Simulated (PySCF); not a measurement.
# Cobalt: a sound run and one with changed settings

Sound run: Co [Ar] 3d7 4s2, Co+ [Ar] 3d8. Computed with PySCF 2.14 in cc-pVTZ-DK, with scalar relativity by spin-free X2C-1e. The sound run starts from symmetry-adapted Hartree-Fock orbitals and uses a fine grid where one is needed.

A second run was set up differently.

```
species  method  sound run (hartree)  changed run (hartree)  converged
     Co     UHF          -1391.88158            -1391.88158        yes
     Co   M06-L          -1393.16924            -1393.10888        yes
     Co    BP86          -1393.47567            -1393.46693        yes
    Co+     UHF          -1391.57674            -1391.57674        yes
    Co+   M06-L          -1392.89197            -1392.82350        yes
    Co+    BP86          -1393.18538            -1393.17587        yes
```

Ionisation energy of Co:

```
method  sound run (eV)  changed run (eV)
   UHF           8.295             8.295
 M06-L           7.545             7.766
  BP86           7.899             7.920
```

Q: What was changed?
A. a valence shell is frozen
B. level shift left on
C. radial grid too coarse
D. all electrons correlated in a valence basis

A: C. It used radial step 0.5 in ln r (0.13 in the sound run). A coarse radial grid mis-integrates the density and the exchange-correlation energy, with errors of either sign; Hartree-Fock needs no grid.
